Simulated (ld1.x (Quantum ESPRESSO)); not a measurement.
# zinc (Zn) ultrasoft: all-electron and pseudo phase curves

- Element: zinc (Zn)
- Generator: ld1.x (Quantum ESPRESSO) 7.5
- Type: ultrasoft
- Functional: PBE
- Relativity: scalar-relativistic
- Frozen core: [Ar] 3d10
- Valence charge: 2
- Reference configuration: 4s2 4p0
- Partial waves: 4s (bound): rcut 1.95, rcutus 2.15 bohr; 4s channel at 0.05 Ry: rcut 1.95, rcutus 2.15 bohr; 4p (bound, empty): rcut 2.10, rcutus 2.35 bohr; 4p channel at 0.3 Ry: rcut 2.10, rcutus 2.35 bohr; 4d channel at -0.1 Ry: rcut 2.25, rcutus 2.70 bohr; 4d channel at 1.4 Ry: rcut 2.25, rcutus 2.70 bohr
- Local potential: all-electron potential smoothed inside 2.05 bohr (lloc = -2)
- Core correction: none
- Augmentation charge: PSQ, inside the norm-conserving radii

The phase is arctan(r·u′/u) with u = r·R(r), unwrapped; energies in Ry, scanned from -2 to 5 Ry. A pole is an energy at which the radial function vanishes at the test radius. The pseudo phase is shifted by a multiple of π to meet the all-electron one at the reference energy, and phase errors are pseudo minus all-electron; the curves can meet again beyond the range given. Levels narrower than the energy grid can be missing from the lists of poles.

Question: For each channel, where are the poles, and over which energies does the pseudopotential scatter like the atom?

Answer:

| channel | radius (bohr) | reference energy (Ry) | poles, all-electron | poles, pseudo | unbroken range about the reference energy with phases within 0.05 rad | phase error 1 Ry above the reference energy (rad) |
| --- | --- | --- | --- | --- | --- | --- |
| s | 2.94 | -0.44 | 0.38 | 0.38 | below 2.8 | -0.000 |
| p | 2.94 | -0.08 | 1.29 | 1.29 | below 3.3 | -0.000 |
| d | 2.94 | -0.10 | -0.71, 2.95 | -0.57, 3.12 | -0.5 to 3.8 | +0.007 |

Note: ghost state, extra bound levels that the all-electron valence spectrum of the same l lacks: d at -8.0 eV. A true bound ghost makes a file unfit for plane-wave use.

Phases in the p channel:

```
E (Ry)  all-electron  pseudo
 -2.00         1.307   1.307
 -1.52         1.258   1.258
 -1.04         1.171   1.171
 -0.56         0.961   0.961
 -0.08         0.096   0.096
  0.40        -1.152  -1.152
  0.88        -1.461  -1.461
  1.36        -1.585  -1.586
  1.84        -1.669  -1.670
  2.32        -1.753  -1.755
  2.80        -1.873  -1.880
  3.28        -2.142  -2.179
  3.76        -3.115  -3.315
  4.24        -4.158  -4.245
  4.72        -4.440  -4.485
```
